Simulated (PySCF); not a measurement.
## How methods differ on the ionisation energy of Kr

Kr [Kr] (1S) → Kr⁺ [Ar] 3d10 4s2 4p5 (2P), as a difference of total energies. Calculation: PySCF 2.14, in aug-cc-pV5Z-PP with ECP10MDF; a scalar-relativistic core potential. Correlated levels: valence: 3s2 3p6 3d10 frozen. The calculations carry no spin-orbit coupling.

```
           method  ionisation energy (eV)
              UHF                  13.035
              PBE                  13.989
             PBE0                  14.039
           r2SCAN                  14.121
        BHandHLYP                  13.982
            B97-3                  14.035
            B3LYP                  14.105
SCS-MP2 (valence)                  14.124
```

Estimate what LDA gives.

14.282 eV, closest to SCS-MP2 (valence) among the rows shown.

Estimate what MP2 (valence) gives.

14.186 eV, closest to SCS-MP2 (valence) among the rows shown.

For comparison: 14.222 eV (measured; NIST levels, between the centres of gravity of the two terms).
